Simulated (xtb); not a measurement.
xtb input (GFN1-xTB):

```bash
xtb mol.xyz --gfn 1 --sp --chrg 0 --uhf 0
```
mol.xyz:
```
11

C     -1.69173593     0.42004241     0.04354986
C     -0.57242038    -0.54087570    -0.37643425
Si     1.14325088     0.02544323     0.14771334
H     -2.67078774     0.05853436    -0.27751250
H     -1.72509765     0.54115207     1.12840267
H     -1.54811848     1.41150137    -0.39127115
H     -0.74895705    -1.53474726     0.04598532
H     -0.57322546    -0.67053338    -1.46297575
H      1.45450011     1.34800386    -0.45049762
H      1.21284215     0.15957680     1.62455602
H      2.17826974    -0.94469323    -0.28736740
```

End of the output:

```
         :::::::::::::::::::::::::::::::::::::::::::::::::::::
         ::                     SUMMARY                     ::
         :::::::::::::::::::::::::::::::::::::::::::::::::::::
         :: total energy             -10.395776056303 Eh    ::
         :: gradient norm              0.030123729229 Eh/a0 ::
         :: HOMO-LUMO gap              6.537205435674 eV    ::
         ::.................................................::
         :: SCC energy               -10.521372720608 Eh    ::
         :: -> electrostatic           0.003717884407 Eh    ::
         :: repulsion energy           0.128603232125 Eh    ::
         :: dispersion energy         -0.003006567821 Eh    ::
         :: halogen bond corr.         0.000000000000 Eh    ::
         :: add. restraining           0.000000000000 Eh    ::
         :: total charge               0.000000000000 e     ::
         :::::::::::::::::::::::::::::::::::::::::::::::::::::

           -------------------------------------------------
          |                Property Printout                |
           -------------------------------------------------

    * Orbital Energies and Occupations

         #    Occupation            Energy/Eh            Energy/eV
      -------------------------------------------------------------
         1        2.0000           -0.6526397             -17.7592
         2        2.0000           -0.6282200             -17.0947
         3        2.0000           -0.5953406             -16.2000
         4        2.0000           -0.5466598             -14.8754
         5        2.0000           -0.5288682             -14.3912
         6        2.0000           -0.5012419             -13.6395
         7        2.0000           -0.4870207             -13.2525
         8        2.0000           -0.4679323             -12.7331
         9        2.0000           -0.4671675             -12.7123
        10        2.0000           -0.4370811             -11.8936 (HOMO)
        11                         -0.1968432              -5.3564 (LUMO)
        12                         -0.1803863              -4.9086
        13                         -0.1770609              -4.8181
        14                         -0.1304133              -3.5487
        15                         -0.1087022              -2.9579
        16                         -0.1012531              -2.7552
        17                         -0.0665957              -1.8122
Note: The following floating-point exceptions are signalling: IEEE_DENORMAL
normal termination of xtb
        18                         -0.0632729              -1.7217
        19                         -0.0591839              -1.6105
        20                         -0.0497763              -1.3545
        21                         -0.0451246              -1.2279
       ...                                ...                  ...
        33                          1.3236985              36.0197
      -------------------------------------------------------------
                  HL-Gap            0.2402379 Eh            6.5372 eV
             Fermi-level           -0.3169622 Eh           -8.6250 eV

  Mulliken/CM5 charges         n(s)   n(p)   n(d)
     1C    -0.06098 -0.20751   1.000  3.061  0.000
     2C    -0.14385 -0.21505   1.022  3.122  0.000
     3Si    0.23670 -0.05833   1.312  1.935  0.517
     4H     0.02569  0.07666   0.974  0.000  0.000
     5H     0.03008  0.08237   0.970  0.000  0.000
     6H     0.03008  0.08237   0.970  0.000  0.000
     7H     0.05069  0.10849   0.949  0.000  0.000
     8H     0.05069  0.10849   0.949  0.000  0.000
     9H    -0.07344  0.00712   1.073  0.000  0.000
    10H    -0.07344  0.00712   1.073  0.000  0.000
    11H    -0.07224  0.00827   1.072  0.000  0.000

Wiberg/Mayer (AO) data.
largest (>0.10) Wiberg bond orders for each atom

 ---------------------------------------------------------------------------
     #   Z sym  total        # sym  WBO       # sym  WBO       # sym  WBO
 ---------------------------------------------------------------------------
     1   6 C    3.997 --     4 H    0.985     6 H    0.983     5 H    0.983
                             2 C    0.982
     2   6 C    3.955 --     3 Si   1.065     1 C    0.982     7 H    0.926
                             8 H    0.926
     3  14 Si   4.073 --     2 C    1.065     9 H    0.935    10 H    0.935
                            11 H    0.934
     4   1 H    1.008 --     1 C    0.985
     5   1 H    1.004 --     1 C    0.983
     6   1 H    1.004 --     1 C    0.983
     7   1 H    1.001 --     2 C    0.926
     8   1 H    1.001 --     2 C    0.926
     9   1 H    0.989 --     3 Si   0.935
    10   1 H    0.989 --     3 Si   0.935
    11   1 H    0.990 --     3 Si   0.934
 ---------------------------------------------------------------------------

Topologies differ in total number of bonds
Writing topology from bond orders to xtbtopo.mol

 dipole moment from electron density (au)
     X       Y       Z
  -0.4365  -0.1629  -0.1441  total (Debye):    1.240

           -------------------------------------------------
          | TOTAL ENERGY              -10.395776056303 Eh   |
          | GRADIENT NORM               0.030123729229 Eh/α |
          | HOMO-LUMO GAP               6.537205435674 eV   |
           -------------------------------------------------

------------------------------------------------------------------------
------------------------------------------------------------------------
 total:
 SCF:
```
